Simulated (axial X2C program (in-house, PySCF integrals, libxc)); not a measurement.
# Potential curves of CuSn, 2c

Computed with an in-house relativistic program for diatomic molecules. Two-component (2c) means X2C with spin–orbit coupling and atomic mean-field two-electron Coulomb and Gaunt terms. Basis: Sn dyall-cv3z [11s12p9d4f1g], Cu dyall-cv3z [9s9p6d3f2g] (cores contracted in-house); Gaussian nuclei, density fitting, unrestricted open shells. Masses: Sn 119.902 u, Cu 62.930 u.

State: Ω = 1/2 (⟨Sz⟩ = -0.49, ⟨Lz⟩ = 0.99 at PBE50). Energies in eV from the lowest point of each curve. Fits are polynomials in 1 − R0/R over 0.85 to 1.23 times the lowest point R0.

```json
{"R (Å)": "2.1463", "PBE50": "0.5821", "PBE0": "0.5372"}
{"R (Å)": "2.2450", "PBE50": "0.2500", "PBE0": "0.2170"}
{"R (Å)": "2.3190", "PBE50": "0.1063", "PBE0": "0.0839"}
{"R (Å)": "2.3930", "PBE50": "0.0284", "PBE0": "0.0172"}
{"R (Å)": "2.4670", "PBE50": "0.0000", "PBE0": "0.0000"}
{"R (Å)": "2.5533", "PBE50": "0.0132", "PBE0": "0.0259"}
{"R (Å)": "2.6397", "PBE50": "0.0627", "PBE0": "0.0870"}
{"R (Å)": "2.7507", "PBE50": "0.1625", "PBE0": "0.2000"}
{"R (Å)": "2.8864", "PBE50": "0.3183", "PBE0": "0.3691"}
{"R (Å)": "3.0838", "PBE50": "0.5717", "PBE0": "0.6401"}
```

The state is a single determinant with fixed occupations, the lowest that a limited PBE0 search found. Density functionals use the spin component along the axis (collinear). Without a current term, density functionals place determinants with orbital angular momentum somewhat too high.

Problem. What are Re and ωe at the PBE50 level?

Solution. At PBE50, 2c: Re = 2.484 Å, ωe ≈ 204 cm⁻¹; Be follows as 0.0662 cm⁻¹.

Problem. Fit the PBE0 curve near its minimum: give the equilibrium distance and the harmonic wavenumber.

Solution. At PBE0, 2c: Re = 2.461 Å, ωe ≈ 213 cm⁻¹; Be follows as 0.0675 cm⁻¹.
